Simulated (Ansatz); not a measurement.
`[F][GeH2][O][SiH3]` → H₂ + `[F][Ge][O][SiH3]` at 600 K and 1 bar (germylene formation by 1,1-elimination).

Gas-phase electronic energies from Ansatz, PBE0-D4/def2-TZVP geometries. CCSD(T)/CBS adds triple-zeta CCSD(T) − MP2 to the extrapolated MP2 energy (def2 sets, frozen cores). This one scheme is used for every species. For Ge outer-core shells are correlated without core-valence functions, which leaves a few kJ/mol of doubt a bond. Scalar relativity is left out up to krypton. Each species was taken in one conformer, which may not be the lowest.

```json
{"species": "`[F][GeH2][O][SiH3]`", "CCSD(T)/CBS energy (Eh)": "-2543.25592", "H − E (kJ/mol)": "184.5", "S (J/(mol·K))": "446.6"}
{"species": "H₂", "CCSD(T)/CBS energy (Eh)": "-1.17544", "H − E (kJ/mol)": "43.9", "S (J/(mol·K))": "150.8"}
{"species": "`[F][Ge][O][SiH3]`", "CCSD(T)/CBS energy (Eh)": "-2542.06230", "H − E (kJ/mol)": "132.8", "S (J/(mol·K))": "416.9"}
```

H − E and S are ideal-gas, rigid-rotor, harmonic terms from PBE0-D4/def2-TZVP, for one conformer and one mirror image of each species. The MP2-based limit puts H₂ 0.8 mEh under its directly extrapolated value; such offsets cancel only in part. 1 Eh = 2625.50 kJ/mol, R = 8.31446 J/(mol·K).

Q: By hand: ΔE, ΔH, ΔS and ΔG.

A: ΔE = (-1.17544) + (-2542.06230) − (-2543.25592) = 0.01818 Eh = 47.7 kJ/mol. Δ(H − E) = 43.9 + 132.8 − 184.5 = -7.8, so ΔH = 39.9 kJ/mol. ΔS = 150.8 + 416.9 − 446.6 = 121.1 J/(mol·K). ΔG = 39.9 − 600 × (121.1)/1000 = -32.8 kJ/mol.

Q: By hand: the equilibrium constant, and the temperature at which ΔG would vanish if ΔH and ΔS stayed fixed.

A: log₁₀ K = −ΔG/(RT ln 10) = 2.9. ΔG = 0 at ΔH/ΔS = 329 K.

The number of gas molecules changes by +1, which sets the sign of ΔS. A doubt of 5 kJ/mol in ΔE shifts log₁₀ K by 0.4 here. Other conformers and mirror images would add mixing entropy, several J/(mol·K) or more a flexible species. Modes under 60 cm⁻¹, often nearly free rotors, make the harmonic entropy too high. These are equilibria of isolated gas molecules and say nothing of rates. Largest T1 diagnostic: 0.015 (customary marks: 0.02 for closed shells, 0.045 for open ones).
